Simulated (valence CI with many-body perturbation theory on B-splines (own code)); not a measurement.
Results of a calculation; reference values are marked as such.
# Te31+: what each term of the Hamiltonian does

Level of theory: valence CI with perturbative core correlation (CI+MBPT): three valence electrons over a frozen Dirac-Fock core [Ar], a basis of 9 s, 9 p, 10 d, 8 f, 5 g, 3 h, 1 i functions for each j, with the one-electron correlation potential Σ1, the two-electron term Σ2, the three-electron term Σ3, Breit, model QED; selected CI, second order for the rest (own B-spline code, finite nucleus).

The last digits are not significant, and no measured levels were compared; by estimate large intervals hold to a few tenths of a per cent, small ones and those within an open d or f shell to about a per cent. Only levels of the ground parity were solved; by the run's estimate the other parity begins above the list, which can be wrong where configurations are misplaced.

Each rung adds one term. CI alone is the Dirac-Coulomb CI over the frozen core; QED comes last and gives the full result, which names the levels. Energies are above (3d3/2^3) J=3/2 on the same rung, in cm⁻¹.

Levels are named by their leading jj configuration (3d3/2^4 stands for four electrons in 3d with j = 3/2), which in mixed levels can hold well under half, so a name can repeat and another be missing. Letters in brackets count levels of one name in rising energy.

```
                    Level  CI alone     Σ1     Σ2     Σ3   Breit   QED    Full
(3d3/2^2 3d5/2) J=5/2 [a]     71060   +672  +1617   +194   -3577  +279   70245
    (3d3/2^2 3d5/2) J=7/2    112419   +850  +1297    +63   -6174  +339  108795
    (3d3/2^2 3d5/2) J=3/2    117152   +611  -2698   +909   -2422  +232  113784
    (3d3/2^2 3d5/2) J=9/2    128485   +785  +1158   -178   -7203  +305  123352
    (3d3/2^2 3d5/2) J=1/2    138626   +710  -3717  +1057   -3294  +266  133648
(3d3/2 3d5/2^2) J=7/2 [a]    199986  +1324  +1322   -345   -7305  +522  195504
(3d3/2^2 3d5/2) J=5/2 [b]    209403  +1137  -3142   +225   -5284  +431  202771
    (3d3/2 3d5/2^2) J=9/2    212005  +1442  +2200   +290   -9550  +568  206955
(3d3/2 3d5/2^2) J=3/2 [a]    239980  +1453  -1917   -374   -5895  +562  233808
    (3d3/2 3d5/2^2) J=1/2    252273  +1492  -3198  +1666   -6600  +573  246206
   (3d3/2 3d5/2^2) J=11/2    266036  +1522  +1775   +230  -11427  +579  258714
(3d3/2 3d5/2^2) J=5/2 [a]    287789  +1550  -3750  -1170   -7601  +581  277399
(3d3/2 3d5/2^2) J=5/2 [b]    305645  +1365  -4971   +565   -5359  +488  297733
(3d3/2 3d5/2^2) J=7/2 [b]    321057  +1525  -4707   +655   -8533  +555  310551
          (3d5/2^3) J=9/2    328297  +2186  +2267   -333  -12040  +859  321236
          (3d5/2^3) J=3/2    349663  +2068  -2342  +1065   -8703  +796  342548
(3d3/2 3d5/2^2) J=3/2 [b]    450804  +1916  -7901    +32   -6886  +670  438636
          (3d5/2^3) J=5/2    469098  +2206  -5253   +120   -8677  +802  458295
```

The middle columns are the shifts that each term adds.

Task: How does the ionisation energy move along the ladder, and which term matters most?

Result: CI alone 1882.2, + Σ1 1884.8, + Σ2 1890.1, + Σ3 1890.2, + Breit 1889.1, + QED 1889.2 eV. The largest step is Σ2, 5.3 eV. NIST lists 1889 ± 4 eV (theoretical).
